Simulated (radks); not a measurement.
The chromium ion Cr2+ inside a hard spherical wall (all orbitals vanish at R), configuration held at [Ar] 3d4 and not refilled when levels cross. Calculated with a radial shooting solver on a logarithmic mesh with Libxc functionals: non-relativistic Kohn-Sham, r2SCAN, spin-polarised, spherical densities, point nucleus; open shells are filled with parallel spins first; meta-GGA in the generalised Kohn-Sham scheme. Eigenvalues in eV for spin up, with the zero of energy where the potential of the charges vanishes at infinity; a dash marks a level that is unbound or too diffuse for the functional's potential to be trusted. A positive occupied level is held by the wall or, in an anion where self-interaction has pushed it up, behind a barrier. The pressure on the wall is -dE/dV.

R (bohr)  E (hartree)  kinetic (hartree)    e(2p)    e(3s)    e(3p)    e(3d)  e(4s, empty)  e(4p, empty)  pressure (GPa)
free      -1043.53374           1042.702  -585.89  -98.158  -69.421  -24.465       -18.280       -12.978               0
12        -1043.53374           1042.702  -585.89  -98.158  -69.421  -24.465       -18.280       -12.978        < 0.0001
10        -1043.53374           1042.702  -585.89  -98.158  -69.421  -24.465       -18.280       -12.976        < 0.0001
8         -1043.53374           1042.702  -585.89  -98.158  -69.421  -24.464       -18.276       -12.945        0.000179
7         -1043.53372           1042.702  -585.89  -98.156  -69.419  -24.463       -18.254       -12.849         0.00238
6         -1043.53353           1042.705  -585.87  -98.142  -69.405  -24.449       -18.134       -12.504          0.0312
4         -1043.51658           1042.831  -585.11  -97.550  -68.833  -23.826       -14.876        -7.188            5.39
3.5       -1043.48308           1043.037  -584.08  -96.802  -68.107  -22.970       -11.000        -1.961            21.2
1.5       -1033.01527           1085.051  -511.64  -42.672  -10.365   41.818        235.50        249.91           36700
